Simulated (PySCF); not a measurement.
Species: C₂H₉B₂N.
SMILES: `BB(C)NC`

Torsions of this conformer, `[BH2:1][B:2]([CH3:3])[NH:4][CH3:5]`: B1–B2–N4–C5 -179°.

The closed-shell ground state was solved at several levels (PySCF, density fitting, gas phase, non-relativistic). Geometry: PBE0-D3(BJ)/def2-SVP, one conformer, isolated molecule.

| level | basis functions | HOMO (eV) | LUMO (eV) | gap (eV) | dipole (D) |
| --- | --- | --- | --- | --- | --- |
| LC-wPBE/pcSseg-1 | 130 | -10.24 | 1.02 | 11.26 | 2.00 |
| PBE0/6-31G* | 88 | -7.20 | -0.93 | 6.27 | 2.02 |
| PBE0/aug-cc-pVDZ | 196 | -7.43 | -1.43 | 6.00 | 1.91 |
| PBE0/def2-TZVP | 209 | -7.44 | -1.38 | 6.06 | 1.94 |
| PBE0/pcSseg-0 | 63 | -7.45 | -1.28 | 6.17 | 2.29 |
| PBE0/cc-pVDZ | 115 | -7.30 | -1.21 | 6.09 | 2.04 |
| mPW1PW91/pcSseg-1 | 130 | -7.48 | -1.31 | 6.17 | 2.04 |
| PBE0/STO-3G | 34 | -5.44 | 2.02 | 7.46 | 2.06 |
| PBE0/6-311+G(2d,p) | 189 | -7.45 | -1.43 | 6.02 | 1.92 |
| PBE0/pcSseg-1 | 130 | -7.45 | -1.34 | 6.11 | 2.06 |
| PBE0/IGLO-III | 265 | -7.45 | -1.43 | 6.02 | 1.92 |
| PBE0/def2-SVP | 115 | -7.36 | -1.22 | 6.14 | 2.04 |
| PBE0/6-31G | 63 | -7.18 | -0.94 | 6.24 | 2.08 |

**Question.** Estimate the row for BHandHLYP/pcSseg-1, a basis of 130 functions; the other rows only guide the guess.

**Answer.** HOMO -8.67 eV, LUMO -0.29 eV, gap 8.38 eV, dipole 1.96 D.

**Question.** Over all these levels, which gives the widest orbital gap and which the narrowest?

**Answer.** LC-wPBE/pcSseg-1 (range-separated hybrid) has the widest, 11.26 eV, and PBE0/aug-cc-pVDZ (global hybrid, 25 % exact exchange) the narrowest, 6.00 eV. Functional and basis both differ between the two, so the spread mixes both effects.

**Question.** How much does the basis alone move the frontier levels among the 11 PBE0 rows?

**Answer.** The HOMO by 2.01 eV and the LUMO by 3.45 eV. By rising basis size (HOMO, LUMO in eV): STO-3G -5.44, 2.02; pcSseg-0 -7.45, -1.28; 6-31G -7.18, -0.94; 6-31G* -7.20, -0.93; cc-pVDZ -7.30, -1.21; def2-SVP -7.36, -1.22; pcSseg-1 -7.45, -1.34; 6-311+G(2d,p) -7.45, -1.43; aug-cc-pVDZ -7.43, -1.43; def2-TZVP -7.44, -1.38; IGLO-III -7.45, -1.43.

**Question.** How far do the dipole and the HOMO energy spread over the levels?

**Answer.** The dipole runs from 1.91 to 2.29 D (mean 2.02 D) and the HOMO from -10.24 to -5.44 eV.
